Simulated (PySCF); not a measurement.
# Dipole moment and polarisability of `COc1cccc(F)c1`

Compound: C7H7FO.
Cartesian coordinates in Å at the GFN2-xTB level; atoms count from 1:
```
atom  x, y, z in Å
C1     2.6340    0.4306    0.6142
O2     1.7395   -0.6488    0.4773
C3     0.4212   -0.3819    0.3015
C4    -0.4190   -1.4917    0.1745
C5    -1.7752   -1.3275   -0.0106
C6    -2.3337   -0.0595   -0.0745
C7    -1.4896    1.0235    0.0548
F8    -2.0051    2.2713   -0.0012
C9    -0.1245    0.8957    0.2424
H10    2.6397    1.0628   -0.2793
H11    2.3942    1.0407    1.4908
H12    3.6177   -0.0175    0.7448
H13    0.0230   -2.4737    0.2268
H14   -2.4094   -2.1950   -0.1071
H15   -3.3909    0.0909   -0.2187
H16    0.4704    1.7891    0.3369
```

Level: PBE0/def2-SVPD (PySCF), static field, nuclei fixed, core orbitals frozen in the response. The polarisability tensor in these axes (au):

```
x   110.30   2.11   7.84
y     2.11  91.05   0.71
z     7.84   0.71  54.57
```

Problem. Give the principal values, the mean and the anisotropy Δα = √{½[(α1 − α2)² + (α2 − α3)² + (α1 − α3)²]}.

Solution. Principal values 53.48, 90.82 and 111.62 au; mean 85.31 au = 12.64 Å³ = 14.07 × 10⁻⁴⁰ C²·m²/J; Δα = 51.02 au (60 % of the mean).

Problem. What is the dipole moment, and where does it point?

Solution. (1.41, -0.35, 0.19) D, 1.47 D in size, pointing from the negative to the positive side. Measured along this direction, the outermost atoms are H15 at the negative end and H12 at the positive end.

Problem. Rayleigh depolarisation ratio (linearly polarised light, static tensor)?

Solution. ρ = 3Δα²/(45ᾱ² + 4Δα²) = 7809.7/(327481 + 10413.0) = 0.0231.

Problem. What would n − 1 = 2πNα be for an ideal gas of these molecules at 350 K and 1 atm, electronic part alone?

Solution. N = p/kT = 2.0968 × 10¹⁹ cm⁻³, so n − 1 = 2π × N × 12.64 × 10⁻²⁴ cm³ = 1665 × 10⁻⁶ at long wavelengths.

Problem. Orientational against electronic polarisability at 350 K (dilute gas, rigid molecules)?

Solution. In Gaussian units μ²/3kT = 14.81 Å³ against 12.64 Å³, a ratio of 1.17; the Debye molar polarisation (4π/3)N_A(α + μ²/3kT) is 69.3 cm³/mol, leaving out the vibrational part.

Problem. In TDDFT the mean static polarisability is Σ f/ω² over all singlet excitations (ω in hartree). How much of it do the 8 lowest give? Their energies (eV) and oscillator strengths: 5.24, 0.0277; 5.97, 0.0924; 6.42, 0.0081; 6.82, 0.3698; 6.84, 0.0030; 6.95, 0.0013; 6.98, 0.5779; 7.21, 0.0012.

Solution. They add up to 17.56 au, 20.6 % of the 85.31 au; the largest single term is 8.77 au, from the state at 6.98 eV. Terms in order: 0.75, 1.92, 0.14, 5.89, 0.05, 0.02, 8.77, 0.02 au. Higher excitations give the rest. The strengths listed sum to 1.081.

Problem. Find the Langevin capture rate constant for H3O+ (19.018 u) meeting this molecule (126.048 u), k = 2.342 × 10⁻⁹ cm³/s × √(α in Å³ / reduced mass in u).

Solution. The reduced mass is 16.53 u, so k = 2.05 × 10⁻⁹ cm³/s. The formula leaves out the permanent dipole, which adds to the capture rate.

The structure is a single GFN2-xTB conformer in the gas phase; no vibrational or solvent corrections.
